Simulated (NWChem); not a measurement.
System: PbHOBr, singlet; SMILES [OH][Pb][Br]

```xyz
4

Pb     0.2196     0.6916     0.0000
Br    -0.0342    -1.9289     0.0000
O     -1.8456     1.0948     0.0000
H     -2.0444     2.0403     0.0000
```
Atoms are numbered in this order, from 1.

Results from NWChem. Medium grid unless said otherwise, to which SCAN and Minnesota functionals are sensitive. Low-valent species are run as closed-shell singlets; no triplet was tried in these runs. Structure relaxed at the PBE0/def2-SVP level. def2 effective core potentials on Pb; no spin-orbit coupling. Hybrids' shares of exact exchange are those that their runs print; pure functionals count as 0. The functionals differ in more than this share.

| row | share of exact exchange | highest occupied level (eV) |
|---|---|---|
| PBE/def2-SVP | 0.00 | -6.13 |
| HCTH/407/def2-SVP | 0.00 | -6.24 |
| TPSSh/def2-SVP | 0.10 | -6.71 |
| B3LYP/def2-SVP | 0.20 | withheld |
| r2SCAN0/def2-SVP | 0.25 | -7.58 |

Problem. Fit a straight line of the last column on the one before it, predict the withheld value, and compare with the run.

Solution. 
1. Means of the 4 shown rows: x = 0.087, y = -6.665. Slope Σ(x − x̄)(y − ȳ)/Σ(x − x̄)² = -0.2333/0.04188 = -5.570; intercept -6.178.
2. The shown rows scatter about the line by 0.041 (root mean square); the largest residual is -0.06, at HCTH/407/def2-SVP.
3. At x = 0.20 (B3LYP/def2-SVP; inside the shown range) the line gives -7.29.
4. The run gives -7.08, +0.21 from the line, 5.1 times the scatter.
